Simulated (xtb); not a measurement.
C₂H₈AsGa, singlet, from a rough starting geometry (GFN-xTB shapes and energies of metal compounds can be far from the true ones); GFN2-xTB (xtb).

xtb was given this input:
```
$ xtb mol.xyz --gfn 2 --opt vtight --json

# file mol.xyz
12

Ga    -0.00628653     0.28203827    -0.01012963
C      1.81647289    -0.41532422    -0.78832849
H      1.91090157    -1.50311972    -0.53971148
H      2.61031719     0.05883147    -0.34044017
H      1.84199612    -0.18557577    -1.81712613
C     -0.65950120    -0.65553135     1.71629620
H     -1.26068900    -1.56547641     1.38360056
H     -1.50211198    -0.02426560     2.22246604
H      0.06507275    -0.99197120     2.36770892
As    -1.16367363     2.18960299    -1.06901593
H     -2.49099722     1.52841985    -0.64114448
H     -1.21471153     1.30388405    -2.35492284
```

Q: Predict the main parts of the log of this xtb run.

A: 
```
   ID    Z sym.   atoms
    1   31 Ga     1
    2    6 C      2, 6
    3    1 H      3-5, 7-9, 11, 12
    4   33 As     10

           -------------------------------------------------
          |                Calculation Setup                |
           -------------------------------------------------

           -------------------------------------------------
          |                 G F N 2 - x T B                 |
           -------------------------------------------------

          ...................................................
          :                      SETUP                      :
          :.................................................:
          :  # basis functions                  36          :
          :  # atomic orbitals                  34          :
          :  # shells                           18          :
          :  # electrons                        24          :
          :  max. iterations                   250          :
          :  Hamiltonian                  GFN2-xTB          :
          :  restarted?                      false          :
          :  GBSA solvation                  false          :
          :  PC potential                    false          :
          :  electronic temp.          300.0000000     K    :
          :  accuracy                    1.0000000          :
          :  -> integral cutoff          0.2500000E+02      :
          :  -> integral neglect         0.1000000E-07      :
          :  -> SCF convergence          0.1000000E-05 Eh   :
          :  -> wf. convergence          0.1000000E-03 e    :
          :  Broyden damping             0.4000000          :
          :  net charge                          0          :
          :  unpaired electrons                  0          :
          ...................................................

 iter      E             dE          RMSdq      gap      omega  full diag
   1    -11.9733961 -0.119734E+02  0.101E+01    3.71       0.0  T
   2    -11.9866335 -0.132374E-01  0.645E+00    3.57       1.0  T
   3    -11.9847984  0.183511E-02  0.397E+00    3.72       1.0  T
   4    -11.9969680 -0.121695E-01  0.996E-01    3.64       1.0  T
   5    -11.9966926  0.275417E-03  0.724E-01    3.65       1.0  T
   6    -11.9974153 -0.722740E-03  0.178E-01    3.64       1.0  T
   7    -11.9974106  0.474275E-05  0.109E-01    3.65       1.0  T
   8    -11.9974249 -0.143036E-04  0.273E-02    3.65       1.1  T
[...]
 * total energy  :   -11.8860670 Eh     change       -0.3350180E-06 Eh
 * total energy  :   -11.8860669 Eh     change        0.8400865E-07 Eh
 * total energy  :   -11.8860673 Eh     change       -0.4547902E-06 Eh
 * total energy  :   -11.8860675 Eh     change       -0.1610713E-06 Eh
 * total energy  :   -11.8860677 Eh     change       -0.2410477E-06 Eh
 * total energy  :   -11.8860681 Eh     change       -0.3475305E-06 Eh
 * total energy  :   -11.8860687 Eh     change       -0.6019929E-06 Eh
 * total energy  :   -11.8860695 Eh     change       -0.8142658E-06 Eh
 * total energy  :   -11.8860701 Eh     change       -0.6073077E-06 Eh
 * total energy  :   -11.8860704 Eh     change       -0.3280321E-06 Eh
 * total energy  :   -11.8860706 Eh     change       -0.1433363E-06 Eh
 * total energy  :   -11.8860706 Eh     change       -0.4806051E-07 Eh
   *** GEOMETRY OPTIMIZATION CONVERGED AFTER 56 ITERATIONS ***
         :: total energy             -11.886070615632 Eh    ::
[...]
    11   1 H        0.970    -0.013     3.291     2.835
    12   1 H        0.970    -0.013     3.292     2.836

 Mol. C6AA /au·bohr⁶  :       2659.443378
 Mol. C8AA /au·bohr⁸  :     143385.580962
 Mol. α(0) /au        :         94.234974

Wiberg/Mayer (AO) data.
largest (>0.10) Wiberg bond orders for each atom

 ---------------------------------------------------------------------------
     #   Z sym  total        # sym  WBO       # sym  WBO       # sym  WBO
 ---------------------------------------------------------------------------
     1  31 Ga   3.178 --    10 As   0.899     6 C    0.879     2 C    0.879
     2   6 C    3.939 --     4 H    0.933     5 H    0.932     3 H    0.931
                             1 Ga   0.879    10 As   0.157     6 C    0.101
     3   1 H    0.998 --     2 C    0.931
     4   1 H    0.998 --     2 C    0.933
     5   1 H    0.998 --     2 C    0.932
     6   6 C    3.939 --     9 H    0.933     8 H    0.932     7 H    0.931
                             1 Ga   0.879    10 As   0.157     2 C    0.101
     7   1 H    0.998 --     6 C    0.931
     8   1 H    0.998 --     6 C    0.932
     9   1 H    0.998 --     6 C    0.933
    10  33 As   3.063 --    12 H    0.919    11 H    0.918     1 Ga   0.899
                             2 C    0.157     6 C    0.157
    11   1 H    1.000 --    10 As   0.918
    12   1 H    1.000 --    10 As   0.919
 ---------------------------------------------------------------------------

Topologies differ in total number of bonds
Writing topology from bond orders to xtbtopo.mol

molecular dipole:
                 x           y           z       tot (Debye)
 q only:       -0.162       0.317      -0.128
   full:        0.072      -0.274       0.042       0.729
molecular quadrupole (traceless):
                xx          xy          yy          xz          yz          zz
 q only:       -0.533      -1.077       1.279       0.307      -0.822      -0.746
  q+dip:        1.268       1.441      -2.733      -1.825       0.778       1.465
   full:        1.062       3.271      -2.795      -0.288       2.796       1.733

optimized geometry written to: xtbopt.xyz

           -------------------------------------------------
          | TOTAL ENERGY              -11.886070615632 Eh   |
          | GRADIENT NORM               0.000042451816 Eh/α |
          | HOMO-LUMO GAP               3.752510831851 eV   |
           -------------------------------------------------
```
